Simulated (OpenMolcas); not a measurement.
Setting up BHOF2 (difluorohydroxyborane) in OpenMolcas

BHOF2 has 5 atoms, charge 0, and is taken as a singlet. As SMILES, `OB(F)F`. The shape is that of a PBE0-D4/def2-TZVP optimisation.

```xyz
5

O     0.0386    1.0008    0.1743
B     0.1058   -0.3425    0.1372
F     0.7310   -0.9869    1.1007
F    -0.4395   -1.0519   -0.8433
H    -0.4359    1.3805   -0.5689
```

Settings wanted:

| Setting | Value |
| --- | --- |
| method | DFT |
| reference | RKS |
| integral approximation | none |
| symmetry | none |
| basis set | def2-SVPD |
| task | gradient |
| functional | M06-2X |
| nucleus | point |
| integration grid | UltraFine |
| SCF convergence threshold | 1e-10 |

Problem. Give an OpenMolcas 26.06 job that does this.

Solution. This one ran through:

calc.inp:
```
>>> EXPORT MOLCAS_PRINT=2

&GATEWAY
  BasLib = $CurrDir
  Coord
  5
  angstrom
  O        0.038630       1.000750       0.174310
  B        0.105760      -0.342460       0.137210
  F        0.731030      -0.986880       1.100700
  F       -0.439530      -1.051930      -0.843330
  H       -0.435890       1.380520      -0.568880
  Basis = def2-SVPD
  Group = NoSym

&SEWARD
  GridInput
  Grid=UltraFine
  End of Grid

&SCF
  KSDFT = M062X
  Thresholds = 1e-10 1e-07 1e-07 1e-05
  PrOrbitals = 0

&ALASKA
```

```bash
$ export MOLCAS_MEM=1860
$ pymolcas calc.inp > calc.log
```

(Basis files named in the input come from the Basis Set Exchange and aren't shown.)

Calculated total energy: -300.23293 Eh, largest force 0.281 eV/Å.
